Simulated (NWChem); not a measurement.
Species: CH$_{4}$S$_{2}$Te; SMILES CS[Te]S

```xyz
8

Te     0.6387    -0.4025    -0.0181
S     -1.3557    -1.7724     0.0302
H     -1.3199    -2.0706     1.3491
S     -0.1736     1.7526     0.6402
C     -0.9051     2.4200    -0.8822
H     -0.1672     2.4815    -1.6933
H     -1.2518     3.4339    -0.6306
H     -1.7671     1.8163    -1.1970
```
Atoms are numbered in this order, from 1.

Level: PBE0/def2-SVP with def2 effective core potentials on Te (NWChem), optimised geometry, unscaled harmonic frequencies. def2 effective core potentials on Te; no spin-orbit coupling.

List the harmonic frequencies with IR intensities, and the thermochemistry.


| frequency (cm⁻¹) | IR intensity (km/mol) |
|---|---|
| 63 | 1.9 |
| 123 | 1.5 |
| 163 | 2.1 |
| 193 | 1.2 |
| 310 | 30.0 |
| 342 | 20.3 |
| 363 | 2.2 |
| 720 | 1.7 |
| 753 | 0.9 |
| 961 | 4.6 |
| 962 | 9.7 |
| 1323 | 6.5 |
| 1433 | 12.9 |
| 1449 | 11.7 |
| 2703 | 0.3 |
| 3064 | 13.4 |
| 3178 | 0.9 |
| 3194 | 1.5 |

| Item | Value |
|---|---|
| zero-point energy | 30.4 kcal/mol |
| thermal correction to the enthalpy at 298.15 K (with zero-point energy) | 35.4 kcal/mol |
| heat capacity Cv | 21.1 cal/(mol K) |
| entropy at 298.15 K and 1 atm (symmetry number 1) | 87.0 cal/(mol K) |

Rigid rotor and harmonic oscillator; modes under 100 cm⁻¹ make the entropy uncertain.
